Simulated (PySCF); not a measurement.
C3H5NSi2.
Atom-mapped SMILES: `[CH:1]#[C:2][Si@H:3]([SiH3:4])[C:5]#[N:6]` (hydrogens: H7 on C1; H8 on Si3; H9, H10, H11 on Si4)

Method used: PySCF 2.14.0, PBE0-D3(BJ)/def2-SVP geometry optimisation, gas phase.

Problem. Give the optimised bond lengths and angles.

Solution. 
```csv
bond,length (Å)
C1≡C2,1.216
C2–Si3,1.825
Si3–Si4,2.348
Si3–C5,1.861
C5≡N6,1.160
C1–H7,1.076
Si3–H8,1.489
"Si4–H9, Si4–H10, Si4–H11",1.493
```

Bonds in one row agree within 0.01 Å and their mean is given. A selection of angles:
```csv
angle,degrees
C2–C1–H7,179.2
C1–C2–Si3,176.5
C2–Si3–Si4,110.0
C2–Si3–C5,108.3
C2–Si3–H8,110.7
Si4–Si3–C5,107.8
Si4–Si3–H8,113.2
C5–Si3–H8,106.6
Si3–Si4–H9,108.3
Si3–Si4–H10,109.6
H9–Si4–H10,110.3
Si3–C5–N6,178.1
```

Si4 (SiH3 silicon) is tetrahedral (angles from 108.3° to 110.3°). The C–Si distances run from 1.825 Å (C2–Si3, drawn single) to 1.861 Å (Si3–C5, drawn single), a spread of 0.036 Å. Si3 (SiH silicon) is distorted tetrahedral (angles from 106.6° to 113.2°).

Point group: C1 (no symmetry element, even within 0.4 Å). PBE0-D3(BJ)/def2-SVP frequencies: not computed here.

The run took 16 s of wall time on Intel Xeon 6975P-C, one thread, on a shared host, and the process peaked at 0.51 GiB of memory. These figures are those of the optimisation.
